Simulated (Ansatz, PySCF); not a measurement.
Reaction 3 R1 + R2 → 3 P1 + P2, each structure at its B3LYP-D3(BJ)/def2-TZVP stationary point, reached from a drawn start (curvature not checked).
P1, H2 (SMILES [H][H]) (charge 0, multiplicity 1):
| atom | x (Å) | y (Å) | z (Å) |
|---|---|---|---|
| H | 0.0000 | 0.0000 | 0.3720 |
| H | 0.0000 | 0.0000 | -0.3720 |
R1: HCl (SMILES Cl), charge 0, multiplicity 1.
R2, SiH4 (SMILES [SiH4]) (charge 0, multiplicity 1):
```xyz
5

Si     0.00000     0.00000     0.00000
H      0.85468     0.85468     0.85468
H     -0.85468    -0.85468     0.85468
H     -0.85468     0.85468    -0.85468
H      0.85468    -0.85468    -0.85468
```
P2: Cl3HSi (SMILES Cl[SiH](Cl)Cl), charge 0, multiplicity 1.

P less R. No zero-point or thermal terms.

Frozen-core correlation throughout.

Run with Ansatz (a quantum-chemistry and plane-wave program); PySCF for the D3/D4 terms. Each number belongs to the level named beside it.

```json
[
 {"level": "HF/cc-pV(Q+d)Z", "reaction energy (eV)": "-1.899"},
 {"level": "revPBE-D3(BJ)/def2-TZVPP", "reaction energy (eV)": "-2.429"},
 {"level": "revPBE-D4/def2-TZVPP", "reaction energy (eV)": "-2.483"},
 {"level": "r2SCAN-D4/def2-TZVPP", "reaction energy (eV)": "-2.505"},
 {"level": "B3LYP/def2-TZVPP", "reaction energy (eV)": "-2.102"},
 {"level": "B3LYP-D3(BJ)/def2-TZVPP", "reaction energy (eV)": "-2.323"},
 {"level": "PBE0/def2-TZVPP", "reaction energy (eV)": "___"},
 {"level": "wB97M-V/def2-TZVPP", "reaction energy (eV)": "___"},
 {"level": "CCSD/cc-pV(Q+d)Z", "reaction energy (eV)": "___"}
]
```

Q: Some entries are withheld; supply them.

A: 
- PBE0/def2-TZVPP, reaction energy (eV): -2.205
- wB97M-V/def2-TZVPP, reaction energy (eV): -2.380
- CCSD/cc-pV(Q+d)Z, reaction energy (eV): -2.188
